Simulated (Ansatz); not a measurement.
C3H9Ge, SMILES [Ge]([CH3])([CH3])[CH3], multiplicity 2.

Coordinates come from a B3LYP-D3(BJ)/def2-SVP optimisation.

Two levels are set side by side: PBE/def2-TZVPD (Ansatz, a program for electronic structure) and PBE0/def2-TZVPD (Ansatz). Energy differences of separate SCF runs at the same geometry; the states with an electron removed or added have multiplicity 1 and 1. Differences are taken from unrounded values.

```json
[
 {"quantity": "vertical ionisation energy (eV)", "PBE0": "7.36", "PBE": "7.22", "PBE minus PBE0": "-0.14"},
 {"quantity": "vertical electron affinity (eV)", "PBE0": "0.39", "PBE": "0.49", "PBE minus PBE0": "0.10"}
]
```
